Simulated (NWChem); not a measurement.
# C2H5B; SMILES BC=C

```xyz
8

B      0.2018     1.3517     0.0001
H      1.4123     1.4019    -0.0051
H     -0.4305     2.3831     0.0069
C     -0.4888    -0.0269    -0.0011
C      0.2355    -1.1624     0.0005
H     -1.5822    -0.1197    -0.0012
H     -0.2196    -2.1601     0.0020
H      1.3310    -1.1282     0.0006
```
Atoms are numbered in this order, from 1.

Results from NWChem. Coordinates come from a PBE0/def2-SVP optimisation. Ions are spin-unrestricted doublets at the neutral geometry; other ion states weren't tried.

For level CAM-B3LYP/def2-SVP:

```yaml
vertical ionisation energy, ΔSCF (eV): 11.76
"−ε(HOMO) (eV)": 9.70
```

Problem. Estimate the same quantities for level PBE/def2-SVP.

Solution. 
* **vertical ionisation energy, ΔSCF (eV)**: 10.83
* **−ε(HOMO) (eV)**: 7.39
